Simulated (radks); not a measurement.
The numbers below are computed, except where a source is named.
These are the eigenvalues of the occupied orbitals of an atom or ion with whole-number occupations (eV). Level of theory: Dirac Kohn-Sham, PBE, spin-unpolarised, spherical densities, finite nucleus; Fermi nuclear charge, rms radius of each element as measured or else 0.836 A^(1/3) + 0.57 fm (a radial shooting solver on a logarithmic mesh with Libxc functionals).

| orbital | eigenvalue |
|---|---|
| 1s1/2 | -4605.775 |
| 2s1/2 | -670.5455 |
| 2p1/2 | -589.3300 |
| 2p3/2 | -584.5697 |
| 3s1/2 | -214.7070 |

Which element is it, and in what charge state? The configuration may be excited. Open shells, if any, are shared by 2j + 1.

Answer. Z = 21, scandium, charge +9: Sc9+ in [Ne] 3s2. The list shows which subshells hold electrons but not how many an open one holds; the 1s level, -169.26 hartree, gives Z - s = 18.4 by -(Z - s)^2/2, which with screening and relativity narrows Z to a few neighbours, and the depths of the outer levels then fix element, charge and occupations together.
